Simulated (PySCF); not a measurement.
C2H7NTe, SMILES CC[Te]N. Coordinates come from a PBE-D3(BJ)/def2-SVP optimisation. The structure was generated by enumeration, and PubChem lists no compound with its InChIKey, so it may never have been made. The def2 effective core potentials stand for the cores of Te; spin–orbit coupling is left out. Other conformers were not sampled.

Computed equilibrium geometry at PBE-D3(BJ)/def2-SVP (PySCF confirms it by a frequency run) as a Z-matrix (one conformer of several):
```
C
H 1 1.1080
H 1 1.1101 2 107.72
C 1 1.5205 2 112.23 3 124.27
H 4 1.1087 1 111.70 2 -176.09
H 4 1.1104 5 107.51 1 121.97
H 4 1.1113 5 108.13 6 115.34
Te 1 2.2083 2 107.16 3 -111.35
N 8 2.0759 1 100.35 2 -75.13
H 9 1.0291 8 109.51 1 -60.21
H 9 1.0292 10 107.70 6 -62.77
```
